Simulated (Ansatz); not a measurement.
A nudged elastic band was laid between two geometries of ClGeH3O + ClH (8 atoms, charge 0, multiplicity 1).

Method: Ansatz 0.2.0, RKS BHLYP/def2-SVP.

```yaml
movable_images: 7
climbing_image: yes
spring: 5.0 eV/Å²
optimiser: quadratic models (default)
start_path: through a guess of the saddle point
force_threshold: 0.05 eV/Å
iteration_limit: 59
end_points: relaxed
```

Image 0:

```xyz
8
Properties=species:S:1:pos:R:3
Ge -0.238 0.153 -0.116
O -0.229 -0.340 1.589
H -1.060 -0.272 2.057
H 1.121 -0.254 -0.650
H -0.595 1.630 -0.226
Cl -1.783 -0.961 -1.123
Cl 1.970 -2.513 1.986
H 1.022 -1.631 2.018
```

Image 8:

```xyz
8
Properties=species:S:1:pos:R:3
Ge 0.508 -0.237 -0.406
O -0.682 -0.321 2.511
H -1.410 -0.806 2.122
H 1.085 -0.185 -1.814
H 0.399 1.090 0.311
Cl -1.441 -1.150 -0.590
Cl 1.773 -1.588 0.710
H -0.024 -0.991 2.690
```

(1) Which bonds break or form, and what moves?

(2) What energy profile does the band end with?

(3) What is the geometry of the highest image?

Results:

(1) Bonds broken: Ge1–O2, Cl7–H8. Bonds formed: Ge1–Cl7, O2–H8. ClGeH3O + ClH becomes Cl2GeH2 + H2O.

(2) It converged. The highest image is number 3 of 0 to 8, 21.0 kcal/mol above the first end and 28.6 kcal/mol above the last; the last end lies 7.6 kcal/mol below the first. A vibrational analysis at the climbing image gives one clearly imaginary mode, 220i cm⁻¹: a first-order saddle point. Another band between the same ends, with other settings, climbed to 0.56 eV only, so this may not be the lowest route. The orbitals stay closed-shell, which can raise the energy where a bond breaks towards radicals; this wasn't checked here.

| image | path coordinate (Å) | energy (kcal/mol) | Ge1–O2 (Å) | Cl7–H8 (Å) | Ge1–Cl7 (Å) |
| --- | --- | --- | --- | --- | --- |
| 0 | 0.00 | 0.0 | 1.77 | 1.30 | 4.05 |
| 1 | 0.74 | 0.2 | 1.78 | 1.30 | 3.84 |
| 2 | 1.48 | 5.1 | 1.80 | 1.33 | 3.23 |
| 3 | 2.21 | 21.0 | 1.95 | 1.77 | 2.73 |
| 4 | 2.96 | 13.3 | 2.31 | 2.12 | 2.31 |
| 5 | 3.71 | 1.0 | 2.92 | 2.27 | 2.19 |
| 6 | 4.46 | -5.5 | 3.33 | 2.48 | 2.17 |
| 7 | 5.21 | -6.8 | 3.26 | 2.59 | 2.17 |
| 8 | 5.96 | -7.6 | 3.15 | 2.74 | 2.16 |

(3) 
```xyz
8
Properties=species:S:1:pos:R:3
Ge 0.058 -0.141 -0.046
O -0.031 -0.200 1.901
H -0.897 -0.137 2.313
H 1.447 0.005 -0.621
H -0.689 1.201 -0.061
Cl -1.360 -1.436 -0.990
Cl 1.253 -2.347 1.025
H 0.427 -1.133 2.013
```

Time of the run: 6.6 min on 2 threads of Arm Neoverse V1, with other jobs on the host, peak memory 0.25 GiB.
